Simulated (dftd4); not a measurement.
C3H7O (SMILES [CH2]COC), doublet, at a GFN2-xTB geometry; D4 for hf in dftd4.

The dftd4 input:
```
$ dftd4 mol.xyz --func hf --charge 0 --json dftd4.json --noedisp --grad

# file mol.xyz
11

O     -0.04888471    -0.67223206     0.06807397
C     -0.05570954     0.72754744    -0.05659302
C      1.22552848    -1.23619647    -0.08169678
C     -1.41454210     1.25589409     0.10965413
H      0.63394195     1.17647237     0.69219054
H      0.36058092     1.02033849    -1.04593889
H      1.10629343    -2.31142651     0.03364220
H      1.64551219    -1.02047035    -1.07312140
H      1.92143774    -0.86287170     0.68131421
H     -2.22288454     0.58182199     0.29733567
H     -1.58546504     2.31052188     0.04179988
```

The log (banner, timings and long lists left out):

```
                    ____  _____ _____     ____  _  _
      -------------|  _ \|  ___|_   _|---|  _ \| || |------------
     |             | | | | |_    | | ___ | | | | || |_           |
     |             | |_| |  _|   | ||___|| |_| |__   _|          |
     |             |____/|_|     |_|     |____/   |_|            |
     |             ===================================           |
     |            E. Caldeweyher, S. Ehlert & S. Grimme          |
     |          Mulliken Center for Theoretical Chemistry        |
     |                    University of Bonn                     |
      -----------------------------------------------------------

Rational (Becke-Johnson) damping: hf-D4-ATM
---------------------
  s6         1.0000
  s8         1.6168
  s9         1.0000
  a1         0.4496
  a2         3.3574
 alp        16.0000
--------------------

Dispersion energy:      -2.2549861606661E-02 Eh

Gradient norm:           2.2153706192740E-03 Eh/a0
--------------------------------------------------
     #    Z           dE/dx      dE/dy      dE/dz
--------------------------------------------------
     1    8 O     8.697E-05 -6.557E-04  4.522E-05
     2    6 C    -3.779E-05  6.705E-04 -5.429E-05
     3    6 C     8.718E-04 -8.963E-04 -5.661E-05
     4    6 C    -9.540E-04  7.968E-04  7.847E-05
     5    1 H     4.988E-05  2.945E-04  1.861E-04
     6    1 H    -1.724E-05  2.561E-04 -2.407E-04
     7    1 H     6.913E-05 -2.108E-04  8.068E-06
     8    1 H     2.473E-04 -2.994E-04 -1.494E-04
     9    1 H     2.891E-04 -2.755E-04  1.166E-04
    10    1 H    -3.541E-04  8.519E-05  4.804E-05
    11    1 H    -2.510E-04  2.346E-04  1.841E-05
--------------------------------------------------

Virial:
--------------------------------------------------
      component           x          y          z
--------------------------------------------------
          x       8.816E-03 -7.121E-03 -5.614E-04
          y      -7.121E-03  9.954E-03  3.318E-04
          z      -5.614E-04  3.318E-04  1.238E-03
--------------------------------------------------

[Info] Dispersion results written to 'dftd4.txt'
[Info] JSON dump of results written to 'dftd4.json'
```
